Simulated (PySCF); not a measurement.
Can point charges reproduce the dipole moment of `C[C@@H]([SiH3])[Si@H]1C[SiH2][C@@H]1C#N`?

Coordinates (GFN2-xTB, Å) and charges (e) from the PBE0/pcSseg-1 density (PySCF):

```
atom       x       y       z  Mulliken      IAO  Hirshfeld  ESP-fitted
  C1   2.236  -1.046   0.811   -0.2542  -0.4089    -0.1149     -0.4083
  C2   1.476   0.255   0.548   -0.8459  -0.6396    -0.1876     -0.0745
 Si3   1.851   0.921  -1.200   +0.4811  +0.5877    +0.3112     +0.2266
 Si4  -0.374   0.024   0.927   +0.9313  +0.9261    +0.3857     +0.4471
  C5  -1.512   1.506   0.488   -0.8337  -0.8371    -0.2565     -0.5723
 Si6  -2.387   0.547  -0.919   +0.7050  +0.7893    +0.3697     +0.5330
  C7  -1.304  -0.987  -0.444   -0.8514  -0.7021    -0.1835     -0.4348
  C8  -2.040  -2.081   0.058   +0.1233  +0.1376    +0.0554     +0.4175
  N9  -2.653  -2.948   0.495   -0.2624  -0.2981    -0.2644     -0.5307
 H10   3.306  -0.912   0.659   +0.1319  +0.1443    +0.0436     +0.1253
 H11   2.082  -1.389   1.833   +0.1351  +0.1453    +0.0441     +0.1099
 H12   1.899  -1.835   0.142   +0.1252  +0.1397    +0.0417     +0.1208
 H13   1.844   1.003   1.257   +0.1758  +0.1577    +0.0426     +0.0762
 H14   3.299   1.117  -1.326   -0.0648  -0.1086    -0.0736     -0.0661
 H15   1.166   2.199  -1.408   -0.0766  -0.1177    -0.0745     -0.0665
 H16   1.418  -0.043  -2.216   -0.0689  -0.1211    -0.0739     -0.0591
 H17  -0.572  -0.520   2.278   -0.0147  -0.1053    -0.0652     -0.0693
 H18  -1.000   2.412   0.178   +0.1755  +0.1643    +0.0355     +0.1228
 H19  -2.178   1.789   1.298   +0.1753  +0.1700    +0.0411     +0.1572
 H20  -3.821   0.340  -0.737   -0.0422  -0.0993    -0.0613     -0.0823
 H21  -2.081   1.013  -2.272   -0.0569  -0.1117    -0.0681     -0.1116
 H22  -0.666  -1.343  -1.252   +0.2125  +0.1875    +0.0524     +0.1391
```

Task: Compute μ = Σ q r for each scheme (1 e·Å = 4.803 D) and compare with the dipole of the full density.

Result: The full density gives (2.91, 4.04, -0.60) D, 5.02 D in size; dipole vectors point from the negative to the positive end.

```csv
scheme,μx,μy,μz,size (D),share of the full size (%),angle to the full dipole (°)
Mulliken,1.56,3.80,-0.69,4.17,83,14
IAO,1.78,4.01,-1.11,4.53,90,14
Hirshfeld,2.13,3.29,-0.68,3.98,79,4
ESP-fitted,2.92,4.03,-0.61,5.01,100,0
```

Task: Which set comes closest?

Result: Length of the difference vector: ESP-fitted 0.01 D, Hirshfeld 1.09 D, IAO 1.24 D, Mulliken 1.37 D. Closest: ESP-fitted. ESP charges are fitted to the potential around the molecule, whose slowest-falling term is the dipole's. 

Task: What is left for the Hirshfeld atoms' own dipoles?

Result: The shares of the density sum to the whole, so what Σ q r misses lies in dipoles about the nuclei. The atomic dipoles sum to (2.91, 4.04, -0.60) − (2.13, 3.29, -0.68) = (0.78, 0.75, 0.08) D, 1.09 D in size.

Task: With the origin at the mean of the coordinates, (0.000, 0.001, -0.036) Å, which are the largest single terms, by size, of the Hirshfeld dipole along the direction of the full one?

Result: N9 +5.05, Si3 +2.92, Si6 -1.49, C7 +1.33, H14 -1.05 D; all 22 atoms together +3.97 D. The single terms depend on the origin, their sum doesn't.

Task: Give the size of the full dipole in other units.

Result: 5.02 D = 1.974 au = 1.044 e·Å = 16.73 × 10⁻³⁰ C·m.

Geometry: GFN2-xTB, one conformer, isolated molecule.

The values belong to the conformer `[CH3:1][C@@H:2]([SiH3:3])[Si@H:4]1[CH2:5][SiH2:6][C@@H:7]1[C:8]#[N:9]`: C1–C2–Si4–C5 -174°.
